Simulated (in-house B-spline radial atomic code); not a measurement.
Checks on a self-consistent run for Be+, [He] 5d1. Computed with a radial B-spline atomic code at the basis-set limit: Dirac-Hartree-Fock, average of configuration, Fermi nucleus of rms radius 2.519 fm.

```tsv
orbital	q	ε (Eh)	<1/r>	<r²>	small-component weight
1s1/2	2	-5.58810	3.68887	0.231736	0.00018124
5d3/2	0.4	-0.08002	0.0800688	337.253	2.1336e-06
5d5/2	0.6	-0.08002	0.0800676	337.258	2.1336e-06
```

Electron-electron repulsion V_ee = 2.4378 hartree.

What total energy follows from the eigenvalues?

The eigenvalues count the repulsion twice, so E = Σqε - V_ee = -11.256 - 2.438 = -13.694 hartree; the run printed -13.694.

Does the Dirac virial theorem hold?

For a point nucleus E = -2c²Σq·w, with w the small-component weight. Here Σq·w = 0.00036461 and c = 137.0360, so the ratio E/(-2c²Σq·w) is 1.000000.

What diamagnetic shielding (Lamb formula) and susceptibility (Langevin formula) do the radii give?

σ = (α²/3)Σq<1/r> = 7.45781/(3·137.036²) = 132.38 ppm, and χ = -0.79199×10⁻⁶·Σq<r²> = -267.5×10⁻⁶ cm³/mol with Σq<r²> = 337.72 bohr². Both are non-relativistic formulas without the paramagnetism of open shells.
